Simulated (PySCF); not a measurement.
Computed shifts of a molecule C3H7NSi, PySCF with PBE0/pcSseg-1, GIAO, gas phase, atoms alike by connectivity averaged where their shifts nearly agree, in ppm (number of nuclei): ¹³C: 88.5 (1), 79.9 (1), 39.3 (1). ¹⁵N: 27.0 (1). ²⁹Si: -48.9 (1). ¹H: 4.89 (3), 4.07 (1), 3.64 (1), 2.49 (1), 0.23 (1). References: ¹³C against TMS (σ = 186.3 ppm); ¹⁵N against NH3 (σ = 267.4 ppm); ²⁹Si against TMS (σ = 352.7 ppm); ¹H against TMS (σ = 31.56 ppm), references at their B3LYP-D3(BJ)/def2-TZVP geometries, non-relativistic. Coordinates come from a r2SCAN-D4/def2-SVP optimisation. One conformer was computed; it need not be the lowest.

Question: Which structure fits?
A. CC#C[SiH2]N
B. C#CCN[SiH3]
C. N[Si@H]1C=CC1
D. N#CCC[SiH3]

Answer: B, C#CCN[SiH3]
